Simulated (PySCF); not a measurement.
Charge on either side of a bond

Compound: C6H13FN2Si.
Numbering: `[CH3:1][N:2]([CH3:3])[SiH2:4][C@@H:5]([F:6])[CH2:7][CH2:8][C:9]#[N:10]` (hydrogens: H11, H12, H13 on C1; H14, H15, H16 on C3; H17, H18 on Si4; H19 on C5; H20, H21 on C7; H22, H23 on C8)

Cartesian coordinates in Å at the GFN2-xTB level; atoms count from 1:
```xyz
23
C6H13FN2Si angstrom
C     -2.9591   -0.4983   -0.9774
N     -1.7922   -0.0751   -0.2396
C     -1.9851   -0.2086    1.1890
Si    -0.6945    1.0512   -0.9270
C      0.9820    0.8770   -0.0044
F      0.8680    1.4017    1.2856
C      1.4958   -0.5506    0.1007
C      2.8895   -0.6180    0.7446
C      3.8774    0.0072   -0.0959
N      4.6480    0.5058   -0.7777
H     -3.8292    0.1283   -0.7522
H     -2.7604   -0.4417   -2.0435
H     -3.2045   -1.5310   -0.7169
H     -1.1147    0.1535    1.7260
H     -2.8572    0.3605    1.5288
H     -2.1490   -1.2607    1.4406
H     -0.4862    0.6163   -2.3087
H     -1.0547    2.4760   -0.8621
H      1.7353    1.5046   -0.4927
H      0.8016   -1.1376    0.7037
H      1.5245   -0.9772   -0.9030
H      3.1850   -1.6578    0.9123
H      2.8751   -0.0984    1.7076
```

Atomic charges (e) from the PBE0/pcSseg-1 density (PySCF):

| atom | Mulliken | IAO | Hirshfeld | ESP-fitted |
| --- | --- | --- | --- | --- |
| C1 | -0.0682 | -0.2978 | -0.0686 | -0.4912 |
| N2 | -0.8029 | -0.5092 | -0.1736 | -0.1709 |
| C3 | -0.0936 | -0.3034 | -0.0708 | -0.2828 |
| Si4 | +0.8082 | +0.8780 | +0.3646 | +0.4764 |
| C5 | -0.1221 | -0.0988 | -0.0235 | -0.1298 |
| F6 | -0.3463 | -0.3377 | -0.1086 | -0.2143 |
| C7 | -0.2595 | -0.2541 | -0.0677 | +0.0536 |
| C8 | -0.1795 | -0.3016 | -0.0421 | -0.1458 |
| C9 | +0.0398 | +0.1393 | +0.0870 | +0.3503 |
| N10 | -0.2504 | -0.2546 | -0.2333 | -0.4811 |
| H11 | +0.1008 | +0.1200 | +0.0339 | +0.1696 |
| H12 | +0.1158 | +0.1450 | +0.0457 | +0.1725 |
| H13 | +0.1099 | +0.1368 | +0.0411 | +0.1573 |
| H14 | +0.1336 | +0.1510 | +0.0366 | +0.1308 |
| H15 | +0.1044 | +0.1225 | +0.0350 | +0.1101 |
| H16 | +0.1096 | +0.1330 | +0.0386 | +0.1151 |
| H17 | -0.1058 | -0.1356 | -0.0774 | -0.1143 |
| H18 | -0.1002 | -0.1531 | -0.0860 | -0.1088 |
| H19 | +0.1564 | +0.1493 | +0.0377 | +0.1404 |
| H20 | +0.1498 | +0.1508 | +0.0466 | +0.0310 |
| H21 | +0.1491 | +0.1538 | +0.0521 | +0.0332 |
| H22 | +0.1711 | +0.1802 | +0.0691 | +0.0902 |
| H23 | +0.1801 | +0.1862 | +0.0634 | +0.1087 |

Task: Cut each of the bonds C1–N2, N2–Si4, C5–Si4, C7–C5, C8–C7 and C9–C8 in turn and sum the charges on the side of the atom named first.

Result: In e; the other side holds the opposite charge:

| bond cut | piece | atoms | Mulliken | IAO | Hirshfeld | ESP-fitted |
| --- | --- | --- | --- | --- | --- | --- |
| C1–N2 | CH3 | 4 | +0.258 | +0.104 | +0.052 | +0.008 |
| N2–Si4 | C2H6N | 9 | -0.291 | -0.302 | -0.082 | -0.090 |
| C5–Si4 | C4H5FN | 11 | -0.311 | -0.287 | -0.119 | -0.164 |
| C7–C5 | C3H4N | 8 | +0.001 | 0.000 | -0.025 | +0.040 |
| C8–C7 | C2H2N | 5 | -0.039 | -0.050 | -0.056 | -0.078 |
| C9–C8 | CN | 2 | -0.211 | -0.115 | -0.146 | -0.131 |

Extremes among these pieces. Mulliken: lowest C4H5FN at C5, highest CH3 at C1; IAO: lowest C2H6N at N2, highest CH3 at C1; Hirshfeld: lowest CN at C9, highest CH3 at C1; ESP-fitted: lowest C4H5FN at C5, highest C3H4N at C7.

Task: Do the schemes agree better on the pieces than on the single atoms at the cuts?

Result: The spread between schemes averages 0.144 e for the pieces and 0.341 e for the atoms named first; it is smaller for the piece at 5 of the 6 cuts. On average they agree better on the pieces.

The structure is a single GFN2-xTB conformer in the gas phase; no vibrational or solvent corrections.
